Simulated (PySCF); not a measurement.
(F)3Ti-O-SiH3 (singlet state).
Structure used (PBE0-D3(BJ)/def2-SVP), in Å, numbered top down from 1:
```xyz
9
F3H3OSiTi angstrom
Ti    -0.6054    0.0095    1.5610
F      0.2120    1.2074    2.5141
F     -0.3686   -1.5553    2.2735
F     -2.3029    0.3681    1.5199
O      0.0434    0.0155   -0.0636
Si     0.6575   -0.0207   -1.6250
H     -0.4709    0.1331   -2.5853
H      1.6262    1.0999   -1.7827
H      1.3414   -1.3270   -1.8375
```

Computed with PBE0-D3(BJ)/def2-SVP geometry optimisation, gas phase (PySCF 2.14.0).

Q: Which atoms are bound to Ti1, and at what distances?

A: 4 atoms: F2 1.735 Å, F4 1.736 Å, F3 1.736 Å, O5 1.749 Å. The nearest atom not counted as bound is Si6, at 3.43 Å.

Q: List the angles at Ti1.

A: 
| angle | degrees | distance of the outer atoms (Å) |
| --- | --- | --- |
| F4–Ti1–O5 | 109.9 | 2.85 |
| F3–Ti1–O5 | 109.5 | 2.85 |
| F2–Ti1–O5 | 109.5 | 2.84 |
| F2–Ti1–F3 | 109.4 | 2.83 |
| F2–Ti1–F4 | 109.3 | 2.83 |
| F3–Ti1–F4 | 109.2 | 2.83 |

Q: What is the shape at Ti1?

A: Tetrahedral: angles from 109.2° to 109.9°; τ4 = (360° − α − β)/141° = 1.00 with α and β the two widest (0 for a square, 1 for a tetrahedron).

Q: What are the other bond lengths?

A: O5–Si6 1.678 Å; Si6–H7, Si6–H8, Si6–H9 1.490 Å.

Q: Give some angles away from the centre.

A: Ti1–O5–Si6 178.5°.

Point group: near C3v, missed by 0.18 Å at most; the miss may be what the optimiser left on a soft mode (C3 holds within 0.08 Å). Charge 0, singlet. Whether it is a minimum is left open (no frequencies).

On an Arm Neoverse V2 with one thread, no GPU, shared host, this took 1.7 min of wall time and 0.48 GiB of memory at its peak. That covers the optimisation of the geometry.
